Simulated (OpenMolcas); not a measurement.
Co⁵⁺: effect of the basis set

| Quantity | Value |
| --- | --- |
| Program | OpenMolcas 26.06 |
| Method | SS-CASPT2, IPEA 0.25 Eh, imaginary shift 0.1 Eh (closed shells correlated: 3s 3p) |
| Active space | 4 electrons in 10 orbitals (3d 4d) |
| State averaging | 2S+1 = 5 even, 5 roots; 2S+1 = 3 even, 45 roots; 2S+1 = 1 even, 44 roots |
| Spin-orbit coupling | state interaction with AMFI integrals over the reference wave functions, term energies averaged over their components |

A. ANO-RCC-VTZP [6s5p3d2f1g], DKH2, point nucleus; CASPT2 step roughly 19 core-minutes
B. ANO-R2 [7s5p4d2f1g], X2C, finite nucleus; CASPT2 step roughly 40 core-minutes
C. ANO-RCC-VQZP [7s6p4d3f2g1h], DKH2, point nucleus; CASPT2 step roughly 11 core-minutes

Energies in cm-1 above 3d4 5D0, the measured ground level; measured values from Sugar and Corliss, J. Phys. Chem. Ref. Data 10, 1097 (1981).

```json
{"Level": "3d4 5D0", "A": "0.0", "B": "0.0", "C": "0.0", "Measured": "0.0"}
{"Level": "3d4 5D1", "A": "222", "B": "209", "C": "212", "Measured": "204"}
{"Level": "3d4 5D2", "A": "646", "B": "609", "C": "618", "Measured": "589"}
{"Level": "3d4 5D3", "A": "1246", "B": "1177", "C": "1194", "Measured": "1125"}
{"Level": "3d4 5D4", "A": "1995", "B": "1887", "C": "1913", "Measured": "1782"}
{"Level": "3d4 3P0(1)", "A": "28580", "B": "27910", "C": "27680", "Measured": "27166"}
{"Level": "3d4 3H4", "A": "29710", "B": "29140", "C": "28770", "Measured": "28377"}
{"Level": "3d4 3P1(1)", "A": "29900", "B": "29150", "C": "28940", "Measured": "28462"}
{"Level": "3d4 3H5", "A": "30220", "B": "29620", "C": "29260", "Measured": "28806"}
{"Level": "3d4 3H6", "A": "30770", "B": "30150", "C": "29790", "Measured": "29234"}
{"Level": "3d4 3P2(1)", "A": "32070", "B": "31220", "C": "31020", "Measured": "30506"}
{"Level": "3d4 3F2(1)", "A": "32120", "B": "31360", "C": "31120", "Measured": "30555"}
{"Level": "3d4 3F3(1)", "A": "32220", "B": "31480", "C": "31230", "Measured": "30635"}
{"Level": "3d4 3F4(1)", "A": "32470", "B": "31710", "C": "31470", "Measured": "30817"}
{"Level": "3d4 3G3", "A": "35690", "B": "34960", "C": "34680", "Measured": "34026"}
{"Level": "3d4 3G4", "A": "36250", "B": "35490", "C": "35210", "Measured": "34475"}
{"Level": "3d4 3G5", "A": "36690", "B": "35930", "C": "35650", "Measured": "34855"}
{"Level": "3d4 3D3", "A": "43830", "B": "42920", "C": "42700", "Measured": "41676"}
{"Level": "3d4 3D2", "A": "44010", "B": "43090", "C": "42870", "Measured": "41856"}
{"Level": "3d4 3D1", "A": "44190", "B": "43260", "C": "43040", "Measured": "42098"}
{"Level": "3d4 1G4(1)", "A": "44690", "B": "43670", "C": "43220", "Measured": "41926"}
{"Level": "3d4 1I6", "A": "45240", "B": "44350", "C": "43740", "Measured": "42800"}
{"Level": "3d4 1S0", "A": "48230", "B": "46970", "C": "46660", "Measured": "45372"}
{"Level": "3d4 1D2", "A": "55940", "B": "54730", "C": "54400", "Measured": "52740"}
```

Deviations, from unrounded energies. A percentage is the sum of absolute deviations over the sum of measured energies, with the sign that they share, or ± where signs differ.

| Against measurement | Levels | A | B | C |
| --- | --- | --- | --- | --- |
| mean absolute deviation (cm-1) | 23 | 1600 | 910 | 670 |
| fine structure of the ground term (%) | 4 | +11.1 | +4.9 | +6.4 |
| other terms of the ground configuration (%) | 19 | +5.4 | +3.1 | +2.2 |

C lies closest to measurement on these levels and A furthest from it. The largest miss of C in the table is 3d4 1D2, by +1700 cm-1. The ranking rests on the paired levels alone, and a cruder setting can come out closer through cancelling errors.

Among A to C the level of the table that moves most is 3d4 1S0, by 1600 cm-1 (lowest in C, highest in A). Moves below CASPT2's spread within the term are not significant.

CASPT2 breaks the degeneracy within a term, and the mean is taken; among the terms shown or strongly mixed into the levels shown the widest spread is 240 cm-1 (3d4 1I, A). Active for correlation alone: 4d; no level in the range computed is led by a configuration that fills it, so any true level of that kind is missing. The CASPT2 spread within a term exceeds the gap to the next term for 3d4 3D and 3d4 1G(1), so the order of their levels is uncertain (holds for C). Computed and measured levels are paired by configuration, term and J; levels that our copy of the source lacks, or whose pairing is in doubt (as where it misses far off the trend of its configuration), stay unpaired and out of the deviations. Only configurations of the active space appear. Levels that lie high or do not pair safely by name in every column are left out.

A number in round brackets counts repeated terms of one configuration in the order of the reference energies.
